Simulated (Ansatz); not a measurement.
A run for Ansatz (an electronic-structure program): U-SVWN5/def2-TZVPP on OSi (SMILES O=[Si]), 2S+1 = 1, a spin state set in the input, which need not be the lowest, at the other state's geometry.

Ansatz 0.2 input:
```yaml
crystal:
  periodic: [false, false, false]
  atoms:
    - {symbol: O, position_ang: [-0.00000000, -0.00000000, -1.00159084]}
    - {symbol: Si, position_ang: [0.00000000, 0.00000000, 0.57233762]}
basis:
  gaussian:
    orbitals: def2-TZVPP
hamiltonian:
  xc: {name: SVWN5}
magnetization: {spin_polarized: true, initial_magnetization: 0}
```

The log:

```
WARN ansatz: RAYON_NUM_THREADS=1 ignored (pool sized by the plan → 1); use --threads N
Functional definition: SVWN5
integrals: 0.01 GiB planned
439 factors; their error is unknown
mean field: 0.15 GiB planned
mean field evaluation 1: about -9869.3339 eV, gradient 5.3e1 eV
mean field evaluation 2: about -9691.0429 eV, gradient 1.4e2 eV
mean field evaluation 4: about -9879.7548 eV, gradient 7.8e0 eV
mean field evaluation 8: about -9880.0744 eV, gradient 2.3e-1 eV
mean field evaluation 16: about -9880.0570 eV, gradient 4.7e-5 eV
mean field -9880.05696119 eV, -363.0853963807 hartree, gradient 4.7e-5 eV, S^2 0.000000; 0 other end points of the search recorded, 0 dependent functions left out
reference -9880.05698526 eV, -363.0853972653 hartree; 11, 11 occupied and 62, 62 virtual orbitals, 439 factors
Total energy: -9880.05698526 eV, -363.0853972653 hartree
```

The calculation finished and met its thresholds.

Cost: about 0.5 core-seconds (a rough figure).
